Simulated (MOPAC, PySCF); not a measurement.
CH₆Si₃, SMILES `[SiH]1[SiH2]C[SiH]=1`, neutral singlet in the gas phase. 

Cartesian coordinates (Å):
SMILES: [SiH2]1C[SiH]=[SiH]1
```xyz
10

C      0.0592    -1.1919    -0.1037
Si     1.4838    -0.0013    -0.4074
Si     0.3846     1.7718     0.0251
Si    -1.2206     0.1499     0.3465
H     -0.2398    -1.7602    -0.9877
H      0.2299    -1.8859     0.7227
H      2.8448    -0.4477    -0.8136
H      0.5959     3.2361     0.0743
H     -1.7532    -0.0212     1.7271
H     -2.3846     0.1505    -0.5831
```
Charge 0, multiplicity 1.

All levels are single points at this geometry (PBE0-D3(BJ)/def2-TZVP); Pople sets use spherical d functions. Orbital energies aren't observables, and empty levels follow the basis.

```json
[
 {"level": "PBE-D3(BJ)/def2-TZVP in PySCF", "HOMO (eV)": "-5.03", "LUMO (eV)": "-2.27", "gap (eV)": "2.76", "dipole (D)": "0.69", "vertical IE, Delta-SCF (eV)": "7.61"},
 {"level": "PBE0-D3(BJ)/def2-TZVP in PySCF", "HOMO (eV)": "-5.83", "LUMO (eV)": "-1.54", "gap (eV)": "4.28", "dipole (D)": "0.70", "vertical IE, Delta-SCF (eV)": "7.58"},
 {"level": "ωB97X-D3(BJ)/def2-TZVP in PySCF", "HOMO (eV)": "-7.83", "LUMO (eV)": "0.33", "gap (eV)": "8.16", "dipole (D)": "0.72", "vertical IE, Delta-SCF (eV)": "7.61"},
 {"level": "B3LYP/3-21G in PySCF", "HOMO (eV)": "-5.67", "LUMO (eV)": "-1.61", "gap (eV)": "4.06", "dipole (D)": "0.57", "vertical IE, Delta-SCF (eV)": "–"},
 {"level": "B3LYP/6-311+G** in PySCF", "HOMO (eV)": "-5.64", "LUMO (eV)": "-1.71", "gap (eV)": "3.93", "dipole (D)": "0.56", "vertical IE, Delta-SCF (eV)": "–"},
 {"level": "B3LYP/6-31G* in PySCF", "HOMO (eV)": "-5.52", "LUMO (eV)": "-1.55", "gap (eV)": "3.97", "dipole (D)": "0.69", "vertical IE, Delta-SCF (eV)": "7.56"},
 {"level": "PBE/6-31G* in PySCF", "HOMO (eV)": "-4.95", "LUMO (eV)": "-2.16", "gap (eV)": "2.79", "dipole (D)": "0.79", "vertical IE, Delta-SCF (eV)": "7.59"},
 {"level": "SVWN5/6-31G* in PySCF", "HOMO (eV)": "-5.01", "LUMO (eV)": "-2.27", "gap (eV)": "2.74", "dipole (D)": "0.79", "vertical IE, Delta-SCF (eV)": "7.75"},
 {"level": "HF/3-21G in PySCF", "HOMO (eV)": "-7.43", "LUMO (eV)": "1.29", "gap (eV)": "8.72", "dipole (D)": "0.69", "vertical IE, Delta-SCF (eV)": "–"},
 {"level": "HF/6-31G* in PySCF", "HOMO (eV)": "-7.26", "LUMO (eV)": "1.47", "gap (eV)": "8.73", "dipole (D)": "0.74", "vertical IE, Delta-SCF (eV)": "6.49"},
 {"level": "HF/STO-3G in PySCF", "HOMO (eV)": "-3.29", "LUMO (eV)": "6.89", "gap (eV)": "10.19", "dipole (D)": "0.76", "vertical IE, Delta-SCF (eV)": "–"},
 {"level": "PM3 in MOPAC", "HOMO (eV)": "-7.67", "LUMO (eV)": "-1.96", "gap (eV)": "5.72", "dipole (D)": "0.57", "vertical IE, Delta-SCF (eV)": "–"},
 {"level": "PM7 in MOPAC", "HOMO (eV)": "-8.38", "LUMO (eV)": "-1.93", "gap (eV)": "6.45", "dipole (D)": "0.60", "vertical IE, Delta-SCF (eV)": "–"}
]
```
